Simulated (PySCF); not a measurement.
Compound: C5H3O3 (doublet state).
SMILES with atom numbers: `[O:1]=[C:2]([OH:3])[c:4]1[c:5][cH:6][o:7][cH:8]1` (hydrogens: H9 on O3; H10 on C6; H11 on C8)

Level of theory: PySCF, PBE0-D3(BJ)/def2-SVP geometry optimisation, gas phase.

Q: What internal coordinates does the optimisation give?

A: 
```csv
bond,length (pm)
O1=C2,120.5
C2–O3,133.8
C2–C4,146.9
C4–C5,142.2
C5–C6,135.1
C6–O7,136.6
O7–C8,133.7
C4–C8,137.3
O3–H9,96.9
C6–H10,108.5
C8–H11,108.7
```

A selection of angles:
```csv
angle,degrees
O1–C2–O3,123.3
O1–C2–C4,124.5
O3–C2–C4,112.2
C2–C4–C5,131.3
C2–C4–C8,124.9
C5–C4–C8,103.8
C4–C5–C6,109.0
C5–C6–O7,107.9
C6–O7–C8,108.2
C4–C8–O7,111.1
H9–O3–C2,106.3
```

Dihedral angles: O1–C2–C4–C5 180° (antiperiplanar); H9–O3–C2–O1 0° (synperiplanar).

The C–C distances run from 1.351 Å (C5–C6, aromatic) to 1.469 Å (C2–C4, drawn single), a spread of 0.118 Å. O3 (oxygen bonded to C and H) is bent (angle 106.3°). C5 (carbon bonded to 2 C) is bent (angle 109.0°). C6 (carbon bonded to C, O and H) is planar (angles 135.3°, 116.7° and 107.9°, sum 360.0°, 0.00 Å off the plane of its three neighbours). The 5-membered ring C4–C5–C6–O7–C8 has internal angles of 103.8° to 111.1° (sum 540°, against 540° for a flat polygon); it is planar, 0.00 Å rms from its mean plane, widest ring torsion 0°. O7 (oxygen bonded to 2 C) is bent (angle 108.2°). C4 (carbon bonded to 3 C) is planar (angles 131.3°, 124.9° and 103.8°, sum 360.0°, 0.00 Å off the plane of its three neighbours).

Point group: Cs (tolerance 0.08 Å). Whether it is a minimum is left open (no frequencies). ⟨S²⟩ = 0.761 (exact for a doublet: 0.75). Torsions: O1–C2–O3–H 0°, O1–C2–C4–C5 180°.

One conformer stands for the species.
